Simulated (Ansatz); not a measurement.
System: GeNH3, charge 0, singlet. GeNH3 (SMILES [NH2][GeH]).
B3LYP-D3(BJ)/def2-TZVP minimum from Ansatz (a program for electronic structure):
```xyz
5

Ge    -0.1463     0.2385     0.3114
H     -0.4817     1.3537    -0.7957
N      0.5270    -0.9169    -0.9367
H      0.5862    -0.7430    -1.9282
H      0.8880    -1.8240    -0.6840
```

Wanted: atomisation energy (electronic, to ground-state atoms), in kcal/mol. Radicals and triplets start from unrestricted determinants; spin-orbit coupling is neglected. Cores are frozen in correlated methods (noble-gas shells, and filled d and f shells in the p block). No relativity. CBS(X,Y): correlation extrapolated as X^-3, Hartree-Fock from the larger set (Q,5: extrapolated as (X+1)exp(-9√X)). A bracket is a step between two methods taken in the basis named. Double hybrids freeze cores in their MP2 part. For partners of very few electrons the exact lower level stands in for a higher one.

CCSD(T)/CBS(cc-pVQZ,cc-pV5Z) + [CCSDT(Q) - CCSD(T)]/cc-pVTZ + [CCSDTQ - CCSDT(Q)]/cc-pVDZ (Ansatz) gives 345.1 kcal/mol.

### Question
What does PBE/def2-TZVPD (Ansatz) give here, and how do the other levels compare?

### Answer
PBE gives 351.3 kcal/mol, 6.2 kcal/mol above it. Differences of the others: r2SCAN/def2-TZVPD (Ansatz) -2.2; PBE0/def2-TZVPD (Ansatz) -4.2; wB97M-V/def2-TZVPD (Ansatz) 1.7; B2PLYP/def2-TZVPD (Ansatz) -3.6; CCSD(T)/CBS(cc-pVQZ,cc-pV5Z) (Ansatz) -0.3 kcal/mol.
